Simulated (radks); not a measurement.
Task: The mean radii <r> (bohr) of the occupied orbitals of an atom or ion are listed with their occupations. Method: scalar-relativistic Kohn-Sham, r2SCAN, spin-polarised, spherical densities, finite nucleus; meta-GGA in the generalised Kohn-Sham scheme; Fermi nuclear charge, rms radius of each element as measured or else 0.836 A^(1/3) + 0.57 fm; computed with a radial shooting solver on a logarithmic mesh with Libxc functionals.

orbital  occ.      <r>
1s          2  0.02558
2s          2   0.1097
2p          6  0.09619
3s          2   0.2912
3p          6   0.2893
3d         10   0.2663
4s          2   0.6705
4p          6   0.7084
4d         10   0.7761

Name the element and its charge. Open shells, if any, are filled with parallel spins first.

Result: Z = 56, barium, charge +10: Ba10+ in [Kr] 4d10. The 1s radius gives Z: for a bare nucleus <r> = (2 gamma + 1)/(2Z) with gamma = sqrt(1 - (Z/c)^2), 0.02523 bohr for Z = 56, and screening makes it slightly larger (0.02558 here). The occupations add up to 46, and the charge is Z minus that.
